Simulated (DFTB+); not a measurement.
DFTB+ input (SCC-DFTB): The folder sk holds the Slater-Koster set scc that CP2K ships.

```
Geometry = xyzFormat {
5

C     -1.04362215     0.14891845    -0.14969924
S      0.55418527    -0.01630678     0.03077809
H     -1.39596080     0.95534934    -0.78706621
H     -1.76903875    -0.49975121     0.32998966
H      0.55976817    -1.08820041     0.86282249
}
Driver = GeometryOptimization {
  Optimizer = Rational {}
  MaxSteps = 500
  OutputPrefix = "geo_end"
  Convergence { GradElem = 1e-5 }
}
Hamiltonian = DFTB {
  SCC = Yes
  SCCTolerance = 1e-8
  MaxSCCIterations = 300
  Charge = 1
  SlaterKosterFiles = Type2FileNames {
    Prefix = "sk/"
    Separator = ""
    Suffix = ".spl"
    LowerCaseTypeName = Yes
  }
  MaxAngularMomentum {
    C = "p"
    H = "s"
    S = "d"
  }
  Filling = Fermi { Temperature [K] = 0 }
}
ParserOptions { ParserVersion = 14 }
```

From the last part of the output:

```
    4   1   0   0       0.81784882  s
    5   1   0   0       0.78460719  s

Fermi level:                        -0.5212992210 H          -14.1853 eV
Band energy:                        -8.6339207266 H         -234.9409 eV
TS:                                  0.0000000000 H            0.0000 eV
Band free energy (E-TS):            -8.6339207266 H         -234.9409 eV
Extrapolated E(0K):                 -8.6339207266 H         -234.9409 eV
Input / Output electrons (q):     12.0000000000     12.0000000000

Energy H0:                          -5.1074507238 H         -138.9808 eV
Energy SCC:                          0.1429417168 H            3.8896 eV
Total Electronic energy:            -4.9645090071 H         -135.0912 eV
Repulsive energy:                    0.0695357414 H            1.8922 eV
Total energy:                       -4.8949732657 H         -133.1990 eV
Extrapolated to 0:                  -4.8949732657 H         -133.1990 eV
Total Mermin free energy:           -4.8949732657 H         -133.1990 eV
Force related energy:               -4.8949732657 H         -133.1990 eV

Non-constrained calculation

SCC converged

Full geometry written in geo_end.{xyz|gen}

Warning: dipole moment is not defined absolutely!
Dipole moment:   -0.62251538   -0.27291969    0.19143324 au
Dipole moment:   -1.58227641   -0.69369272    0.48657479 Debye

Geometry converged
```

The dipole moment of an ion depends on the origin.

The geometry given is a B3LYP-D3(BJ)/def2-TZVP minimum.
